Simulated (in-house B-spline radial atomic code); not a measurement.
Cs. Computed with a B-spline radial atomic code. Model: non-relativistic spherical atom: semilocal Troullier-Martins pseudo-atom, one channel per l, against all electrons, high spin, G0W0 and RPA with empty states to l = 8, local potential for every l without a channel, a model core (radius 0 = none) keeps its share of the functional.

Without relativity these are model numbers for so heavy an element.

What the tables leave out is listed at the end.

The pseudopotential gives back the lowest level of each angular momentum of its own functional in the configuration it was made in; a second state of the same l is only approximately right. Exact exchange, RPA and GW see the smooth pseudo-orbitals and miss the exchange with the core, for which the functional's share stands in. The column with an uncorrelated core keeps all orbitals and exact exchange, and so separates missing core correlation from pseudisation. Only the three outermost levels and the lowest empty one were computed. RPA here is direct RPA, with no exchange kernel, and its energies carry an (l + 1/2)⁻⁴ tail. A hybrid on a potential with a model core restores only its own semilocal share of the core's exchange.

Command:
```bash
python run_psgw.py task.json out
```
Settings (lengths in bohr, energies in hartree):
```
Z                      55
electrons              55
configuration          [Xe] 6s1
generated_in           [Xe] 6s1
functional             pbe,pbe
core_shells            8
radius_factor          0.8
core_correction        False
ion_configuration      [Kr] 4d10 5s2 5p6
```

Cost of the run: 66 s on 1 thread of Intel(R) Xeon(R) Platinum 8488C (Sapphire Rapids), with other jobs on the host.

Given: made with PBE; model core radius 0 bohr; local radius 0.708 bohr; mean-field start PBE0.

Valence shells of the generating configuration: 4d, 5s, 5p, 6s.

Channel: s 1.287, p 1.447, d 0.578 (radii in bohr).

Computed: largest level miss in the spin-unpolarised generating configuration 0.11 eV; valence RPA correlation energy all-electron orbitals -1.0904 hartree; valence RPA correlation energy pseudo -1.5313 hartree; all-electron RPA polarisability, core included 213.45 bohr³; pseudo-atom RPA polarisability 197.63 bohr³; ionisation by mean-field pseudo minus all 0.154 eV; ionisation by RPA all-electron 4.0454 eV.

| level | occupied | mean-field all-electron (eV) | mean-field pseudo minus all (eV) | G0W0 all-electron (eV) | G0W0 uncorrelated core minus all (eV) | G0W0 pseudo minus all (eV) | exchange self-energy all-electron (eV) | exchange self-energy pseudo (eV) |
| --- | --- | --- | --- | --- | --- | --- | --- | --- |
| 6s up | 1 | -2.5736 | -0.111 | -3.9872 | 0.004 | -0.175 | -4.9611 | -5.1518 |
| 6s down (empty) | 0 | -1.0097 | -0.087 | -0.45413 | 0.005 | -0.089 | -0.84512 | -0.90807 |

Task: What is the ionisation by RPA pseudo minus all?

Result: 0.162 eV.

Task: What is the ionisation by mean-field all-electron?

Result: 3.751 eV.

Given: mean-field start Hartree-Fock.

Computed: valence RPA correlation energy all-electron orbitals -0.94355 hartree; valence RPA correlation energy pseudo -1.3478 hartree; all-electron RPA polarisability, core included 164.13 bohr³; pseudo-atom RPA polarisability 160.96 bohr³; ionisation by mean-field pseudo minus all 0.079 eV; ionisation by RPA all-electron 3.8265 eV.

| level | occupied | mean-field all-electron (eV) | mean-field pseudo minus all (eV) | G0W0 all-electron (eV) | G0W0 uncorrelated core minus all (eV) | G0W0 pseudo minus all (eV) | exchange self-energy all-electron (eV) | exchange self-energy pseudo (eV) |
| --- | --- | --- | --- | --- | --- | --- | --- | --- |
| 6s up | 1 | -3.3719 | -0.078 | -3.9125 | 0.004 | -0.095 | -4.5068 | -4.4633 |
| 5p down | 1 | -18.576 | -0.87 | -18.936 | 0.022 | -0.347 | -20.638 | -20.692 |
| 5p up | 1 | -18.613 | -0.874 | -18.968 | 0.022 | -0.351 | -20.597 | -20.674 |

Task: What is the ionisation by mean-field all-electron?

Result: 3.3591 eV.

Task: What is the ionisation by RPA pseudo minus all?

Result: 0.113 eV.

Among the listed levels the largest G0W0 shift of the pseudo-atom is -0.35 eV, for 5p up on the Hartree-Fock start, while leaving the core uncorrelated moves that level by +0.02 eV. So pseudisation and the lost core exchange, not the missing core correlation, make the error. Not in the tables (levels of low weight, unsolved or above zero; the highest and the empty levels are kept at any weight): on PBE, a start not tabulated, the G0W0 levels 6s up (pseudo minus all -0.17 eV, weights 0.58 and 0.58), 5p down (pseudo minus all -0.96 eV, weights 0.14 and 0.10), 5p up (pseudo minus all -0.95 eV, weights 0.08 and 0.16), 6s down (pseudo minus all -0.07 eV, weights 0.69 and 0.68); on PBE0 the G0W0 levels 5p down (pseudo minus all -0.88 eV, weights 0.04 and 0.37), 5p up (pseudo minus all -0.89 eV, weights 0.04 and 0.37).
